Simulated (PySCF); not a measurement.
C4H7 (SMILES [CH2]C(=C)C), doublet, geometry from GFN2-xTB; WB97X/STO-3G run with PySCF.

The PySCF input:
```python
from pyscf import gto, scf, dft

mol = gto.Mole()
mol.atom = '''
    C    -0.19495187    0.15685852    1.40366555
    C    -0.00119422    0.08240982    0.04378401
    H    -0.29377985    1.10630927    1.89854694
    H    -0.25392347   -0.72596582    2.01373916
    C     0.07590634    1.21165371   -0.74090455
    H     0.22795896    1.14765059   -1.80292646
    H    -0.01487156    2.19324052   -0.31204544
    C     0.11066686   -1.26726994   -0.61376699
    H     0.38726064   -2.03093733    0.10821526
    H    -0.84735425   -1.54391310   -1.05326649
    H     0.85214687   -1.24829667   -1.40893108
'''
mol.basis = 'sto-3g'
mol.spin = 1
mol.verbose = 4
mol.build()

mf = dft.UKS(mol)
mf.xc = 'wb97x'
mf.grids.level = 2
mf.kernel()
```

It wrote (shortened):

```
PySCF version 2.14.0

[INPUT] verbose = 4
[INPUT] num. atoms = 11
[INPUT] num. electrons = 31
[INPUT] charge = 0
[INPUT] spin (= nelec alpha-beta = 2S) = 1
[INPUT] symmetry False subgroup None
[INPUT] Mole.unit = angstrom
[INPUT] Symbol           X                Y                Z      unit          X                Y                Z       unit  Magmom
[INPUT]  1 C     -0.194951870000   0.156858520000   1.403665550000 AA   -0.368405641772   0.296419643105   2.652543459987 Bohr   0.0
[INPUT]  2 C     -0.001194220000   0.082409820000   0.043784010000 AA   -0.002256748732   0.155731989775   0.082739787535 Bohr   0.0
[INPUT]  3 H     -0.293779850000   1.106309270000   1.898546940000 AA   -0.555163457416   2.090621529368   3.587733751231 Bohr   0.0
[INPUT]  4 H     -0.253923470000  -0.725965820000   2.013739160000 AA   -0.479845814899  -1.371876575595   3.805415498712 Bohr   0.0
[INPUT]  5 C      0.075906340000   1.211653710000  -0.740904550000 AA    0.143442193718   2.289693669713  -1.400106683944 Bohr   0.0
[INPUT]  6 H      0.227958960000   1.147650590000  -1.802926460000 AA    0.430780002041   2.168745301796  -3.407037232132 Bohr   0.0
[INPUT]  7 H     -0.014871560000   2.193240520000  -0.312045440000 AA   -0.028103175445   4.144623908099  -0.589680420019 Bohr   0.0
[INPUT]  8 C      0.110666860000  -1.267269940000  -0.613766990000 AA    0.209130056466  -2.394793112494  -1.159851515399 Bohr   0.0
[INPUT]  9 H      0.387260640000  -2.030937330000   0.108215260000 AA    0.731816548424  -3.837915329855   0.204497203899 Bohr   0.0
[INPUT] 10 H     -0.847354250000  -1.543913100000  -1.053266490000 AA   -1.601267462986  -2.917572919128  -1.990385202282 Bohr   0.0
[INPUT] 11 H      0.852146870000  -1.248296670000  -1.408931080000 AA    1.610324202205  -2.358938828507  -2.662493869588 Bohr   0.0

nuclear repulsion = 113.354955128496
number of shells = 19
number of NR pGTOs = 81
number of NR cGTOs = 27
basis = sto-3g
ecp = {}

******** <class 'pyscf.dft.uks.UKS'> ********
method = UKS
initial guess = minao
damping factor = 0
level_shift factor = 0
DIIS = <class 'pyscf.scf.diis.CDIIS'>
diis_start_cycle = 1
diis_space = 8
diis_damp = 0
SCF conv_tol = 1e-09
SCF conv_tol_grad = None
SCF max_cycles = 50
direct_scf = True
direct_scf_tol = 1e-13
number electrons alpha = 16  beta = 15
XC library pyscf.dft.libxc version 7.1.2
    S. Lehtola, C. Steigemann, M. J. T. Oliveira, and M. A. L. Marques,  SoftwareX 7, 1–5 (2018)
XC functionals = wb97x
    J.-D. Chai and M. Head-Gordon,  J. Chem. Phys. 128, 084106 (2008)
radial grids:
    Treutler-Ahlrichs [JCP 102, 346 (1995); DOI:10.1063/1.469408] (M4) radial grids

becke partition: Becke, JCP 88, 2547 (1988); DOI:10.1063/1.454033
pruning grids: <function nwchem_prune>
grids dens level: 2
symmetrized grids: False
atomic radii adjust function: <function treutler_atomic_radii_adjust>
small_rho_cutoff = 0
Set gradient conv threshold to 3.16228e-05
tot grids = 82440
init E= -155.155041593275

cycle= 1 E= -154.630719724883  delta_E= 0.524  |g|= 0.104  |ddm|= 2.88
cycle= 2 E= -154.643054563414  delta_E= -0.0123  |g|= 0.0404  |ddm|= 0.22
cycle= 3 E= -154.645639143455  delta_E= -0.00258  |g|= 0.0229  |ddm|= 0.0871
cycle= 4 E= -154.646695291619  delta_E= -0.00106  |g|= 0.0113  |ddm|= 0.0582
cycle= 5 E= -154.647057920328  delta_E= -0.000363  |g|= 0.00375  |ddm|= 0.0438
cycle= 6 E= -154.647095585995  delta_E= -3.77e-05  |g|= 0.000399  |ddm|= 0.0185
cycle= 7 E= -154.647095792051  delta_E= -2.06e-07  |g|= 0.000183  |ddm|= 0.000907
cycle= 8 E= -154.64709583793  delta_E= -4.59e-08  |g|= 4.89e-05  |ddm|= 0.000463
cycle= 9 E= -154.647095843073  delta_E= -5.14e-09  |g|= 1.95e-05  |ddm|= 0.000168
cycle= 10 E= -154.647095844022  delta_E= -9.49e-10  |g|= 1.23e-05  |ddm|= 5.56e-05
Extra cycle  E= -154.647095844386  delta_E= -3.63e-10  |g|= 7.94e-06  |ddm|= 3.51e-05
converged SCF energy = -154.647095844386  <S^2> = 0.820154  2S+1 = 2.068965
```
